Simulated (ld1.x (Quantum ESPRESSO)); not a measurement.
**Configuration tests for calcium (Ca) (ultrasoft)**

```json
{
 "Element": "calcium (Ca)",
 "Generator": "ld1.x (Quantum ESPRESSO) 7.5",
 "Type": "ultrasoft",
 "Functional": "PBE",
 "Relativity": "fully relativistic",
 "Frozen core": "[Ne]",
 "Valence charge": "10",
 "Reference configuration": "3s2 3p6 3d0 4s2 4p0",
 "Partial waves": "3s (bound): rcut 1.55, rcutus 1.90 bohr; 4s (bound): rcut 1.55, rcutus 1.90 bohr; 3p (bound): rcut 1.75, rcutus 2.20 bohr; 4p (bound, empty): rcut 1.75, rcutus 2.20 bohr; 3d (bound, empty): rcut 2.35, rcutus 2.85 bohr; 3d channel at 0.2 Ry: rcut 2.35, rcutus 2.85 bohr",
 "Local potential": "all-electron potential smoothed inside 2.40 bohr (lloc = -1)",
 "Core correction": "a·sin(br)/r model core inside 1.80 bohr",
 "Augmentation charge": "PSQ, inside the norm-conserving radii"
}
```

Open shells are filled in proportion to 2j + 1 (rel_dist='average').

Energies are relative to the spin-unpolarised reference configuration 3s2 3p6 3d0 4s2 4p0; without spin polarisation the order of configurations can differ from experiment.

```tsv
valence configuration	charge	ΔE all-electron (eV)	error AE − PS (meV)
3s2 3p6 3d0 4s1 4p0	+1	6.309	0.0
3s2 3p6 3d0 4s0 4p0	+2	18.130	-0.5
3s2 3p6 3d0 4s1.5 4p0	+0.5	2.504	0.0
3s2 3p6 3d0 4s0 4p2	0	4.951	-13
3s2 3p6 3d0.5 4s1.5 4p0	0	1.053	+4.0
3s2 3p6 3d0 4s1 4p1	0	2.422	-2.7
3s2 3p6 3d1 4s0 4p0	+1	7.689	+18
```
